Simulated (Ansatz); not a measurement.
Correlation energies of `CC1=C[SiH]1[AlH2]` by basis set

Cartesian coordinates in Å:
```
C 0.0826 -1.5297 -1.5093
C -0.0927 -0.8721 -0.1990
C 0.2306 -1.0280 1.0666
Si -0.7895 0.4851 0.8486
Al 0.2959 2.6566 0.8429
H 0.6852 -2.4387 -1.4304
H -0.8896 -1.7891 -1.9368
H 0.5643 -0.8484 -2.2160
H 0.7804 -1.7356 1.6753
H -2.2368 0.3792 1.2068
H 1.8351 2.7142 0.4490
H -0.4652 4.0064 1.2022
```

Total charge 0; spin multiplicity 1. The structure was optimised at the PBE0-D4/def2-TZVP level. Frozen core, restricted reference, the Gaussian-basis code of Ansatz. CBS rows extrapolate triple and quadruple zeta; past MP2 they add the triple-zeta difference.

```json
{"basis": "def2-SVP", "HF (Eh)": "-648.18902", "MP2 corr.": "-0.56102", "CCSD corr.": "?", "(T)": "?", "CCSD(T) total": "?"}
{"basis": "def2-TZVPP", "HF (Eh)": "?", "MP2 corr.": "-0.68534", "CCSD corr.": "-0.73687", "(T)": "-0.03425", "CCSD(T) total": "?"}
{"basis": "def2-QZVPP", "HF (Eh)": "-648.52557", "MP2 corr.": "-0.73044", "CCSD corr.": "–", "(T)": "–", "CCSD(T) total": "–"}
{"basis": "CBS(def2)", "HF (Eh)": "-648.52845", "MP2 corr.": "?", "CCSD corr.": "-0.81539", "(T)": "as TZ", "CCSD(T) total": "?"}
```

(1) Fill in the withheld values. (An estimate is asked.)

Results:

(1) Ansatz gave: def2-SVP CCSD corr.: -0.61931; def2-SVP (T): -0.02331; def2-SVP CCSD(T) total: -648.83164; def2-TZVPP HF (Eh): -648.50463; def2-TZVPP CCSD(T) total: -649.27575; CBS(def2) MP2 corr.: -0.76386; CBS(def2) CCSD(T) total: -649.37809.
